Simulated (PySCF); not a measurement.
## Radial density of Rb²⁺ (rubidium, charge +2)

UHF, [Ar] 3d10 4s2 4p5, 2P determinant. Calculation: PySCF 2.14, in cc-pVDZ-X2C; scalar relativity by spin-free X2C-1e.

```
r (bohr)  4πr²ρ (e/bohr)  4πr²(ρα − ρβ)
  0.0295           46.19         0.0083
  0.0496           39.04         0.0295
  0.0834           44.90         0.0584
   0.140           54.46         0.0260
   0.236           32.60         0.0274
   0.397           39.22         0.1514
   0.667           20.14         0.0033
    1.12           6.253         0.5666
    1.89           3.579         0.5397
    3.18          0.3387         0.0593
    5.34       0.0002352        -0.0001
    8.98       4.258e-05         0.0000
    15.1       5.712e-05         0.0000
```

Densities and radii are taken from the X2C orbitals without a picture-change correction, which distorts them close to the nucleus.
